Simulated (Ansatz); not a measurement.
`[O][SiH](Cl)Cl` radical, 5 atoms. Total charge 0; spin multiplicity 2. All runs use 2 threads of a server CPU on a shared host. Correlated methods freeze the cores. Open-shell runs search over several starts.

Give the basis size and wall time and peak host memory of each of these runs in Ansatz. UHF-MP2/def2-QZVPP energy; UHF-CCSD(T)/def2-SVP energy; UKS PBE0-D4/def2-QZVPP energy; UKS ωB97M-V/def2-QZVPP energy; UHF-CCSD(T)/def2-TZVPP energy; UKS r2SCANh-D4/def2-TZVPP energy; UKS BLYP-D4/def2-TZVPP energy; UKS r2SCAN-D4/def2-TZVPP energy and forces; UKS ωB97X-V/def2-TZVPP energy; UKS PBE0-D4/def2-TZVP relaxation (5 steps); UKS PBE0-D4/def2-TZVP frequencies; UKS ωB97M-V/def2-SVP energy. (Estimate.)

Computed: Other jobs shared the machine, so times are rough.

| level | job | functions | wall time | peak host memory (GiB) |
| --- | --- | --- | --- | --- |
| UHF-CCSD(T)/def2-SVP | energy | 73 | 7 s | 0.29 |
| UKS BLYP-D4/def2-TZVPP | energy | 171 | 18 s | 0.45 |
| UKS ωB97M-V/def2-SVP | energy | 73 | 20 s | 0.36 |
| UKS r2SCANh-D4/def2-TZVPP | energy | 171 | 33 s | 0.82 |
| UKS r2SCAN-D4/def2-TZVPP | energy and forces | 171 | 38 s | 0.45 |
| UKS ωB97X-V/def2-TZVPP | energy | 171 | 47 s | 0.94 |
| UKS PBE0-D4/def2-QZVPP | energy | 297 | 51 s | 1.6 |
| UHF-MP2/def2-QZVPP | energy | 297 | 57 s | 1.1 |
| UKS PBE0-D4/def2-TZVP | relaxation (5 steps) | 148 | 97 s | 0.67 |
| UKS ωB97M-V/def2-QZVPP | energy | 297 | 120 s | 1.9 |
| UKS PBE0-D4/def2-TZVP | frequencies | 148 | 2 min | 0.67 |
| UHF-CCSD(T)/def2-TZVPP | energy | 171 | 3.4 min | 3.3 |
